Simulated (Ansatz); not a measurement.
Species: C3H3F2, net charge 0, doublet state. It need not be the lowest isomer of its formula. 
Structure (B3LYP-D3(BJ)/def2-TZVP (Ansatz, a program for electronic structure) minimum search):
SMILES: C=C[C](F)F
```xyz
8

C      1.9151    -0.5032    -0.2980
C      0.8455    -0.2162     0.5289
C     -0.4094     0.1079     0.1011
F     -1.4231     0.3801     0.9059
F     -0.7732     0.1915    -1.1665
H      1.8173    -0.4874    -1.3737
H      2.8773    -0.7509     0.1224
H      0.9644    -0.2375     1.6049
```
Charge 0, spin multiplicity 2.

Quantity: atomisation energy (electronic, to ground-state atoms), in kcal/mol. Correlated levels leave the core frozen unless marked. UHF or UKS for open shells. No spin-orbit coupling. No relativistic terms. The coupled-cluster limit lacks core correlation, which all-electron functionals hold. CBS marks a two-point X^-3 extrapolation of the correlation energy; Hartree-Fock from the larger set.

```
level             program  atomisation energy (kcal/mol)
----------------  -------  -----------------------------
HF/STO-3G          Ansatz                          630.9
HF/6-31G*          Ansatz                          565.8
SVWN5/def2-TZVPD   Ansatz                          933.6
BLYP/def2-TZVPD    Ansatz                          788.7
```

What does CCSD(T)/CBS(cc-pVTZ,cc-pVQZ) (Ansatz) give?

783.0 kcal/mol
